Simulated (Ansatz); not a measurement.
`O[SiH]([SiH3])[O][AlH2]` + H₂Te → `O[SiH]([SiH3])[TeH]` + `[OH][AlH2]` at 600 K and 1 bar (ligand exchange at the Si–O bond).

Isolated molecules relaxed with PBE0-D4/def2-TZVP in Ansatz; ΔE leaves out vibrations. CBS: MP2 limit from def2 TZ/QZ plus the TZ coupled-cluster correction, frozen cores. This one scheme is used for every species. Elements past krypton have def2 core potentials. For Te outer-core shells are correlated without core-valence functions, which leaves a few kJ/mol of doubt a bond. One conformer a species, not always the lowest.

| species | CCSD(T)/CBS energy (Eh) | H − E (kJ/mol) | S (J/(mol·K)) |
| --- | --- | --- | --- |
| `O[SiH]([SiH3])[O][AlH2]` | -974.86715 | 256.0 | 547.6 |
| H₂Te | -268.91024 | 52.9 | 255.0 |
| `O[SiH]([SiH3])[TeH]` | -924.72516 | 214.4 | 492.0 |
| `[OH][AlH2]` | -319.03157 | 103.2 | 300.4 |

H − E and S are ideal-gas, rigid-rotor, harmonic terms from PBE0-D4/def2-TZVP, for one conformer and one mirror image of each species. 1 Eh = 2625.50 kJ/mol, R = 8.31446 J/(mol·K).

By hand: ΔE, ΔH, ΔS and ΔG.

ΔE = (-924.72516) + (-319.03157) − (-974.86715) − (-268.91024) = 0.02066 Eh = 54.2 kJ/mol. Δ(H − E) = 214.4 + 103.2 − 256.0 − 52.9 = 8.7, so ΔH = 62.9 kJ/mol. ΔS = 492.0 + 300.4 − 547.6 − 255.0 = -10.2 J/(mol·K). ΔG = 62.9 − 600 × (-10.2)/1000 = 69.0 kJ/mol.

By hand: the equilibrium constant, and the temperature at which ΔG would vanish if ΔH and ΔS stayed fixed.

log₁₀ K = −ΔG/(RT ln 10) = -6.0. ΔH and −TΔS have one sign here, so there is no such temperature.

The number of gas molecules stays the same, so ΔS is small and ΔH decides. A doubt of 5 kJ/mol in ΔE shifts log₁₀ K by 0.4 here. Other conformers and mirror images would add mixing entropy, several J/(mol·K) or more a flexible species. Modes under 60 cm⁻¹, often nearly free rotors, make the harmonic entropy too high. These are equilibria of isolated gas molecules and say nothing of rates. Largest T1 diagnostic: 0.013 (customary marks: 0.02 for closed shells, 0.045 for open ones).

ΔS is within the doubt of such terms, so its sign, and with it that verdict, could turn.
